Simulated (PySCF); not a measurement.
Correlation energy of Au⁺ (gold, charge +1)

[Xe] 4f14 5d10, closed-shell 1S. All numbers are calculated (PySCF 2.14, a scalar-relativistic core potential, in aug-cc-pVTZ-PP with ECP60MDF (6s6p5d3f2g, 88 functions)). Frozen: 5s2 5p6; 10 electrons correlated.

```csv
level,correlation energy (mhartree)
CCSD,-315.73
(T),-13.03
CCSD(T),-328.76
```

Diagnostics: T1 = 0.0028, D1 = 0.0039, largest double amplitude 0.021.

Cost of the coupled-cluster step: of the order of 8 core-seconds, for 10 correlated electrons.
